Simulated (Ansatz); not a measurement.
Consider the isomerisation: `C[SiH][SeH]`• → `C[Se][SiH2]`•.

Calculated with Ansatz (gas phase, PBE0-D4/def2-TZVP geometries, no zero-point term in ΔE). CBS: MP2 limit from def2 TZ/QZ plus the TZ coupled-cluster correction, frozen cores. Functionals use def2-TZVPP. B3LYP here is the variant with VWN-RPA as its local correlation; programs differ in this. HSE06 is defined as in plane-wave codes. No spin–orbit coupling; open shells (•) take unrestricted orbitals. For Se outer-core shells are correlated without core-valence functions, which leaves a few kJ/mol of doubt a bond. Scalar relativity is left out up to krypton. Each species was taken in one conformer, which may not be the lowest.

| level | ΔE (kcal/mol) |
| --- | --- |
| PBE0-D4 | 11.2 |
| HSE06-D4 | 11.2 |
| CAM-B3LYP-D4 | 11.3 |
| B3LYP | 10.7 |
| HSE06 | 11.2 |
| BHLYP | 11.2 |
| CCSD/def2-SVP | 11.6 |
| MP2/def2-QZVPP | 11.1 |

What does CCSD(T)/CBS give? (Estimate.)

Computed: +11.0 kcal/mol. The listed levels differ from it by 0.2, 0.2, 0.3, -0.3, 0.2, 0.2, 0.6, 0.1 kcal/mol.

Largest T1 diagnostic among the species: 0.014.

Leaving LDA and LC-ωPBE aside and taking each functional with its dispersion term where it has one, the values, not all of them listed here, spread over 2.2 kcal/mol, from BLYP-D4 to r2SCAN0-D4. LDA lies +0.9 kcal/mol from PBE without D4. From BLYP to BHLYP (50 % exact exchange), in def2-TZVPP and without D4, ΔE moves by +1.2 kcal/mol.
